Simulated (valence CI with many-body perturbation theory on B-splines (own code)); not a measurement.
**Energy levels of Rb30+**

Computed by valence CI with perturbative core correlation (CI+MBPT): five valence electrons over a frozen Dirac-Fock core [He], a basis of 11 s, 11 p, 10 d, 8 f, 5 g, 2 h functions for each j, with the one-electron correlation potential Σ1 (screened to all orders), the two-electron term Σ2, the three-electron term Σ3, Breit, model QED; selected single and double excitations, second order for the rest, scaled by the run's own slope (own B-spline code, finite nucleus).

The last digits are not significant, and no measured levels were compared; by estimate large intervals hold to a few tenths of a per cent, small ones and those within an open d or f shell to about a per cent. Among the levels kept, up to 5300 cm⁻¹ of a level comes from second order outside the variational space, and about a tenth of that is noise between levels of different J, which matters for small intervals.

Levels 46 to 90 of 208, with energies above the lowest level, (2s^2 2p1/2^2 2p3/2) J=3/2. "Leading %" is the weight of the configuration and term that name the level; weights of strongly mixed levels are sums over their largest components and can fall short, so below about 35 % the name and the second component can differ from the true leading terms, or belong to a minority configuration. In the jj column 3d3/2^4 stands for four electrons in 3d with j = 3/2.

```
No.  Configuration  Term    J  E (× 10³ cm⁻¹)  Leading %                     Leading jj     Second component
 46     2s2 2p2 3d    4D  3/2           17528         42  2s^2 2p1/2 2p3/2 3d5/2 (86 %)   25 % 2s2 2p2 3d 2P
 47      2s 2p3 3s   4S°  3/2           17534         45     2s 2p1/2^2 2p3/2 3s (47 %)  16 % 2s2 2p2 3p 2P°
 48     2s2 2p2 3d    4F  9/2           17557         52  2s^2 2p1/2 2p3/2 3d5/2 (95 %)   47 % 2s2 2p2 3d 2G
 49     2s2 2p2 3p   4S°  3/2           17575         21      2s^2 2p3/2^2 3p1/2 (61 %)  17 % 2s2 2p2 3p 2D°
 50     2s2 2p2 3d    4D  5/2           17589         39  2s^2 2p1/2 2p3/2 3d3/2 (53 %)   33 % 2s2 2p2 3d 2D
 51     2s2 2p2 3p   2D°  5/2           17590         54      2s^2 2p3/2^2 3p1/2 (90 %)  21 % 2s2 2p2 3p 2F°
 52     2s2 2p2 3d    4P  3/2           17602         46  2s^2 2p1/2 2p3/2 3d3/2 (82 %)   26 % 2s2 2p2 3d 2P
 53     2s2 2p2 3d    4P  1/2           17619         53  2s^2 2p1/2 2p3/2 3d3/2 (89 %)   27 % 2s2 2p2 3d 2S
 54     2s2 2p2 3p   2D°  5/2           17644         53      2s^2 2p3/2^2 3p3/2 (95 %)  29 % 2s2 2p2 3p 4P°
 55     2s2 2p2 3p   2P°  1/2           17647         62      2s^2 2p3/2^2 3p3/2 (84 %)  25 % 2s2 2p2 3p 2S°
 56     2s2 2p2 3d    2D  5/2           17650         59  2s^2 2p1/2 2p3/2 3d5/2 (68 %)   22 % 2s2 2p2 3d 2F
 57     2s2 2p2 3p   2F°  7/2           17654         50      2s^2 2p3/2^2 3p3/2 (94 %)  46 % 2s2 2p2 3p 4D°
 58     2s2 2p2 3d    2F  7/2           17662         50  2s^2 2p1/2 2p3/2 3d5/2 (79 %)   34 % 2s2 2p2 3d 2G
 59     2s2 2p2 3d    2D  3/2           17670         71  2s^2 2p1/2 2p3/2 3d5/2 (92 %)   18 % 2s2 2p2 3d 2P
 60     2s2 2p2 3d    2P  1/2           17678         76  2s^2 2p1/2 2p3/2 3d5/2 (86 %)   16 % 2s2 2p2 3d 2S
 61      2s 2p3 3p    6P  3/2           17758         62  2s 2p1/2^2 2p3/2 3p1/2 (72 %)    18 % 2s 2p3 3p 4P
 62      2s 2p3 3p    6P  5/2           17772         49  2s 2p1/2^2 2p3/2 3p1/2 (68 %)    27 % 2s 2p3 3p 4P
 63     2s2 2p2 3p   2P°  1/2           17784         85      2s^2 2p3/2^2 3p1/2 (88 %)   7 % 2s2 2p2 3p 4D°
 64     2s2 2p2 3p   2P°  3/2           17793         29      2s^2 2p3/2^2 3p3/2 (44 %)   21 % 2s 2p3 3s 4D°
 65      2s 2p3 3s   4D°  1/2           17807         57     2s 2p1/2^2 2p3/2 3s (80 %)   23 % 2s 2p3 3s 2P°
 66     2s2 2p2 3p   2P°  3/2           17852         29      2s^2 2p3/2^2 3p3/2 (52 %)   15 % 2s 2p3 3s 4D°
 67      2s 2p3 3p    6P  7/2           17894         71  2s 2p1/2^2 2p3/2 3p3/2 (72 %)    22 % 2s 2p3 3p 4D
 68     2s2 2p2 3p   2P°  3/2           17899         67      2s^2 2p3/2^2 3p3/2 (93 %)  12 % 2s2 2p2 3p 2D°
 69      2s 2p3 3s   4D°  5/2           17943         55     2s 2p1/2 2p3/2^2 3s (77 %)   19 % 2s 2p3 3s 6S°
 70      2s 2p3 3p    4P  3/2           17952         57  2s 2p1/2^2 2p3/2 3p3/2 (78 %)    15 % 2s 2p3 3p 2P
 71      2s 2p3 3p    4P  5/2           17992         49  2s 2p1/2^2 2p3/2 3p3/2 (63 %)    25 % 2s 2p3 3p 6P
 72      2s 2p3 3p    4P  1/2           18004         69  2s 2p1/2^2 2p3/2 3p3/2 (69 %)     9 % 2s 2p3 3p 2P
 73      2s 2p3 3s   2D°  3/2           18029         39     2s 2p1/2 2p3/2^2 3s (79 %)   23 % 2s 2p3 3s 4D°
 74     2s2 2p2 3d    2F  7/2           18051         53      2s^2 2p3/2^2 3d5/2 (96 %)   35 % 2s2 2p2 3d 4D
 75     2s2 2p2 3d    2G  9/2           18069         52      2s^2 2p3/2^2 3d5/2 (94 %)   46 % 2s2 2p2 3d 4F
 76     2s2 2p2 3d    2D  3/2           18075         46      2s^2 2p3/2^2 3d3/2 (91 %)   18 % 2s2 2p2 3d 4P
 77     2s2 2p2 3d    2P  1/2           18078         71      2s^2 2p3/2^2 3d3/2 (48 %)   11 % 2s2 2p2 3d 4D
 78     2s2 2p2 3d    2D  5/2           18079         33      2s^2 2p3/2^2 3d3/2 (78 %)   22 % 2s2 2p2 3d 4D
 79      2s 2p3 3s   4D°  7/2           18081         97     2s 2p1/2 2p3/2^2 3s (97 %)                     
 80     2s2 2p2 3d    2F  7/2           18111         49      2s^2 2p3/2^2 3d3/2 (93 %)   34 % 2s2 2p2 3d 2G
 81      2s 2p3 3p    4D  1/2           18123         33  2s 2p1/2^2 2p3/2 3p1/2 (72 %)    30 % 2s 2p3 3p 2P
 82      2s 2p3 3p    4F  3/2           18132         39  2s 2p1/2^2 2p3/2 3p1/2 (82 %)    19 % 2s 2p3 3p 2D
 83     2s2 2p2 3d    2S  1/2           18159         49      2s^2 2p3/2^2 3d3/2 (44 %)   29 % 2s2 2p2 3d 4P
 84      2s 2p3 3s   2D°  5/2           18167         77     2s 2p1/2 2p3/2^2 3s (96 %)   18 % 2s 2p3 3s 4D°
 85     2s2 2p2 3d    2P  3/2           18190         60      2s^2 2p3/2^2 3d5/2 (82 %)   14 % 2s2 2p2 3d 4P
 86     2s2 2p2 3d    2D  5/2           18207         62      2s^2 2p3/2^2 3d5/2 (84 %)   24 % 2s2 2p2 3d 2F
 87      2s 2p3 3d   6D°  5/2           18256         66  2s 2p1/2^2 2p3/2 3d3/2 (65 %)   17 % 2s 2p3 3d 4D°
 88      2s 2p3 3d   6D°  3/2           18259         72  2s 2p1/2^2 2p3/2 3d3/2 (68 %)   12 % 2s 2p3 3d 4P°
 89      2s 2p3 3d   6D°  7/2           18259         65  2s 2p1/2^2 2p3/2 3d3/2 (46 %)   15 % 2s 2p3 3d 4D°
 90      2s 2p3 3d   6D°  1/2           18259         73  2s 2p1/2^2 2p3/2 3d3/2 (70 %)   19 % 2s 2p3 3d 4P°
```
